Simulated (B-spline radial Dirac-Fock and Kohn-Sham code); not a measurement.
# Energy-loss ionisation edge K of F

System: atomic fluorine, configuration [He] 2s2 2p5. Method: the first Born approximation with generalised oscillator strengths from a Dirac-Hartree-Slater potential (longitudinal and transverse terms; continuum final states only, so no white lines or fine structure). Computed with a radial finite-basis atomic code. The edge is taken at 696.7 eV (tabulated value).

Input file task.json (cfg lists n, l and occupation; rrms is the nuclear radius in fm):

```json
{"items": [{
  "Z": 9,
  "q": 0,
  "cfg": [[1, 0, 2], [2, 0, 2], [2, 1, 5]],
  "A": 19,
  "rrms": 2.8976,
  "do": "eels",
  "beams": [[80, 5], [80, 20], [80, 100], [100, 50], [120, 5], [120, 10], [120, 50], [120, 100], [200, 20], [200, 50], [200, 100], [300, 5], [300, 10], [300, 100]],
  "edges": {"K": 696.7}
}]}
```

Run with: `python xray2_run.py task.json out`

Edge shape dσ/dE in barn per eV:

```csv
E − edge (eV),"120 kV, 100 mrad","200 kV, 20 mrad","300 kV, 10 mrad"
1,19.2,12.0,8.76
3,19.3,12.0,8.79
6,19.3,12.0,8.77
10,19.1,11.8,8.66
15,18.9,11.6,8.49
20,18.6,11.4,8.33
30,18.0,11.0,8.01
40,17.5,10.6,7.70
50,17.0,10.2,7.40
65,16.1,9.60,6.94
80,15.2,8.98,6.47
100,14.1,8.17,5.86
125,12.7,7.24,5.17
150,11.5,6.44,4.58
200,9.60,5.18,3.65
250,8.15,4.24,2.96
300,6.96,3.49,2.42
```

For the first setting the maximum lies 3 eV above the edge. The intensity 300 eV above the edge is 36 % of the maximum.
